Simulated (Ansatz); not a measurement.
`C[SiH](F)C#N` + `N[SiH2]F` → `C[SiH](F)N[SiH2]F` + `C#N` at 298.15 K and 1 bar (ligand exchange at the Si–C bond).

Isolated molecules relaxed with PBE0-D4/def2-TZVP in Ansatz; ΔE leaves out vibrations. CCSD(T)/CBS adds triple-zeta CCSD(T) − MP2 to the extrapolated MP2 energy (def2 sets, frozen cores). This one scheme is used for every species. Each species was taken in one conformer, which may not be the lowest.

```tsv
species	CCSD(T)/CBS energy (Eh)	H − E (kJ/mol)	S (J/(mol·K))
`C[SiH](F)C#N`	-522.15876	169.6	333.3
`N[SiH2]F`	-446.07709	135.8	281.7
`C[SiH](F)N[SiH2]F`	-874.92850	252.0	396.0
`C#N`	-93.32098	52.4	201.2
```

H − E and S are ideal-gas, rigid-rotor, harmonic terms from PBE0-D4/def2-TZVP, for one conformer and one mirror image of each species. 1 Eh = 2625.50 kJ/mol, R = 8.31446 J/(mol·K).

By hand: ΔE, ΔH, ΔS and ΔG.

ΔE = (-874.92850) + (-93.32098) − (-522.15876) − (-446.07709) = -0.01363 Eh = -35.8 kJ/mol. Δ(H − E) = 252.0 + 52.4 − 169.6 − 135.8 = -1.0, so ΔH = -36.8 kJ/mol. ΔS = 396.0 + 201.2 − 333.3 − 281.7 = -17.8 J/(mol·K). ΔG = -36.8 − 298.15 × (-17.8)/1000 = -31.5 kJ/mol.

By hand: the equilibrium constant, and the temperature at which ΔG would vanish if ΔH and ΔS stayed fixed.

log₁₀ K = −ΔG/(RT ln 10) = 5.5. ΔG = 0 at ΔH/ΔS = 2067 K, though so small a ΔS makes that figure unsure.

ΔH outweighs TΔS. A doubt of 5 kJ/mol in ΔE shifts log₁₀ K by 0.9 here. Other conformers and mirror images would add mixing entropy, several J/(mol·K) or more a flexible species. Modes under 60 cm⁻¹, often nearly free rotors, make the harmonic entropy too high. These are equilibria of isolated gas molecules and say nothing of rates. Largest T1 diagnostic: 0.014 (customary marks: 0.02 for closed shells, 0.045 for open ones).
